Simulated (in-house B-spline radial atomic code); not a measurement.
# Gd+: [Kr] (4d3/2)4 (4d5/2)5 (4f5/2)1 (4f7/2)6 5s2 5p6 (5d3/2)1 6s1 (9p3/2)1 (an excited or competing configuration)

Level of theory: Dirac-Hartree-Fock, average of the jj configuration, Fermi nucleus of rms radius 5.1569 fm; calculated with a radial B-spline atomic code at the basis-set limit.

Effective charges: Z_r = [3n² - l(l+1)]/(2<r>) from the radius, Z_e = n√(-2ε) from the energy, and Slater's rules. Values are occupation-weighted means over j. An effective charge above Z reflects the relativistic contraction of the inner shells.

```tsv
shell	electrons	ε (eV)	<r> (bohr)	Z_r	Z_e	Slater
1s	2	-50574	0.0219	68.48	60.97	63.70
2s	2	-8494.5	0.09266	64.75	49.97	59.85
2p	6	-7582.2	0.08207	60.92	47.21	59.85
3s	2	-1956.3	0.243	55.55	35.97	52.75
3p	6	-1665	0.2416	51.74	33.19	52.75
3d	10	-1267.3	0.2209	47.53	28.95	42.85
4s	2	-437.72	0.5512	43.54	22.69	36.25
4p	6	-337.7	0.5819	39.53	19.93	36.25
4d	9	-195.15	0.6317	33.24	15.15	25.20
5s	2	-80.886	1.319	28.44	12.19	13.15
5p	6	-52.527	1.506	24.23	9.82	13.15
4f	7	-43.242	0.7858	22.91	7.13	16.90
5d	1	-21.73	2.145	16.08	6.32	4.00
6s	1	-17.677	3.36	16.07	6.84	4.35
9p	1	-1.7255	23.33	5.17	3.21	2.00
```

The least bound orbital is 9p3/2 at -1.725 eV, and it is also the most diffuse (<r> = 23.33 bohr). The part-filled 4d shell lies below the filled 5p shell in orbital energy.

For the 1s electron the small component carries 5.69 % of the norm, the zero-frequency Breit interaction raises the level by 150.9 eV, self-energy by 90.3 eV, and vacuum polarisation lowers it by 14.72 eV.
